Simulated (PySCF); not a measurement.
**Worked example: chemical shift, span and skew from a shielding tensor**

CH4AlO, SMILES [OH][Al+][CH3], charge +1. Atoms are numbered in the order given.

```xyz
7

Al     0.0000     0.0000     0.0940
C      0.0000     0.0000    -1.8188
H     -0.8934    -0.5158    -2.1797
H      0.8934    -0.5158    -2.1797
H      0.0000     1.0317    -2.1797
O      0.0000     0.0000     1.6970
H      0.0000     0.0000     2.6539
```
Charge +1, spin multiplicity 1.

Geometry: TPSSh-D3(BJ)/def2-TZVP. The spin state was assumed, not searched. The isomer is the one that the SMILES or the coordinates give; other isomers of the formula were not compared. The values are those of a single conformer.

GIAO shieldings from PBE/pcSseg-2 in PySCF, non-relativistic, no solvent. The symmetric part of the tensor of C2 has the principal values 192.8, 192.8, 204.3 ppm. The same nucleus in TMS has σ = 181.4 ppm at this level (PySCF, at its B3LYP-D3(BJ)/def2-TZVP geometry).

**Question.** Work out the isotropic shielding, the ¹³C shift against TMS, the span and the skew.

**Answer.** 
σ(iso) = (σ11 + σ22 + σ33)/3 = 196.6 ppm. δ = σ(ref) − σ(iso) = 181.4 − (196.6) = -15.2 ppm.
Span Ω = σ33 − σ11 = 11.5 ppm. Skew κ = 3(σ(iso) − σ22)/Ω = 1.00, an axial tensor. Tumbling in solution averages the tensor to δ; in a static solid the shielding alone would spread this spin-1/2 line over Ω.
